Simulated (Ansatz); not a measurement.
```xyz
3

O    -0.0130   -0.0123   -1.2060
C    -0.0472    0.0129   -0.0104
O     0.0186    0.0373    1.1318
```

Basis set: 6-31G (spherical functions). Correlated methods keep 3 orbitals frozen. Charge 0, multiplicity 1.

Computed with Ansatz (development build ahead of 0.2.0); each method stands on the lowest determinant of its kind that the runs found. Restricted open shells among the atoms or ions are ROHF, correlated in semicanonical orbitals with singles.

The atomization energy at this shape (free ground-state atoms in the same class of orbitals less the molecule, no zero-point energy) of singlet CO₂:

```json
{"method": "RHF-MP2", "atomization energy": "317.09 kcal/mol"}
```

What does RHF give?

174.80 kcal/mol.

This basis has no polarisation functions and is too small for such energies, which can lie far from measured ones in either direction.
